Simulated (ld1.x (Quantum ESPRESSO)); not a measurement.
# holmium: variants of one PAW potential

Base potential:

```
Element                 : Ho (Z = 67)
Generator               : ld1.x (Quantum ESPRESSO) 7.5
Type                    : PAW
Functional              : LDA (PZ)
Relativity              : scalar-relativistic
Frozen core             : [Kr] 4d10
Valence charge          : 21
Reference configuration : 4f11 5s2 5p6 5d0 6s0.5 6p0 (charge +1.5)
Partial waves           : 5s (bound): rcut 1.80, rcutus 1.90 bohr; 6s (bound): rcut 1.80, rcutus 1.90 bohr; 5p (bound): rcut 2.05, rcutus 2.20 bohr; 6p (bound, empty): rcut 2.05, rcutus 2.20 bohr; 5d (bound, empty): rcut 2.00, rcutus 2.40 bohr; 5d channel at 0.05 Ry: rcut 2.00, rcutus 2.40 bohr; 4f (bound): rcut 0.90, rcutus 1.20 bohr; 4f channel at -0.45 Ry: rcut 0.90, rcutus 1.20 bohr
Local potential         : all-electron potential smoothed inside 1.10 bohr (lloc = -2)
Core correction         : Bessel-smoothed model core inside 1.15 bohr
Augmentation charge     : PSQ, inside the norm-conserving radii
```

Cutoffs, loose and tight: the cutoffs (Ry, on a coarse ladder) from which the occupation-weighted sum of valence levels, in a spherical-Bessel basis at the reference potential, stays within 10 and 1 mRy of its value at 400 Ry. They do not see the model core or the augmentation charge, which bear on the density cutoff. Test errors are all-electron minus pseudo excitation energies from the reference, over the configurations 4f11 5s2 5p6 5d0 6s2 6p0; 4f11 5s2 5p6 5d0 6s1 6p0; 4f11 5s2 5p6 5d0 6s0 6p0; 4f11 5s2 5p6 5d0 6s0 6p2; 4f12 5s2 5p6 5d0 6s0 6p0; 4f11 5s2 5p6 5d0.5 6s1.5 6p0; 4f11 5s2 5p6 5d0 6s1 6p1 (two spin-polarised tests are not counted in the largest error). A dash means not determined; rows that change the core or the reference have their own tests.

Cutoffs are not given where the Bessel-basis levels miss the radial ones by over 6 mRy, ghosts where they miss by over 20 mRy; a channel whose overlap is not positive is not tested.

A file whose overlap is not positive is unfit for use, and its test errors describe a broken file.

| change | outcome | bound ghosts | largest test error (meV) |
| --- | --- | --- | --- |
| base | generated, overlap not positive | not determined (overlap not positive) | +11 |
| reference 4f11 5s2 5p6 5d0.5 6s1.5 6p0 | generated, overlap not positive | not determined (overlap not positive) | -9.3 over the solved tests; test run stopped at test 4 of 9 (negative rho) |
| wave 5d channel at 0.05 Ry: rcut 2.00, rcutus 2.40 bohr becomes 5d channel at 0.42 Ry: rcut 2.00, rcutus 2.40 bohr | generated, overlap not positive | not determined (overlap not positive) | +11 |
| waves 5p (bound): rcut 2.05, rcutus 2.76 bohr; 6p (bound): rcut 2.05, rcutus 2.76 bohr | generated, overlap not positive | not determined (overlap not positive) | -1183 |
| core correction Bessel-smoothed model core inside 0.52 bohr | generated, overlap not positive | not determined (overlap not positive) | +11 |

Problem. What comes out with this change to the base: waves 4f (bound): rcut 0.70, rcutus 0.74 bohr; 4f channel at -0.45 Ry: rcut 0.70, rcutus 0.74 bohr?

Solution. outcome: generated, overlap not positive; bound ghosts: not determined (overlap not positive); largest test error (meV): +61. A file whose overlap is not positive is unfit for use, and its test errors describe a broken file.

Problem. What comes out with this change to the base: waves 5d (bound): rcut 2.00, rcutus 3.66 bohr; 5d channel at 0.05 Ry: rcut 2.00, rcutus 3.66 bohr?

Solution. outcome: generated, overlap not positive; bound ghosts: not determined (overlap not positive); largest test error (meV): -82. A file whose overlap is not positive is unfit for use, and its test errors describe a broken file.
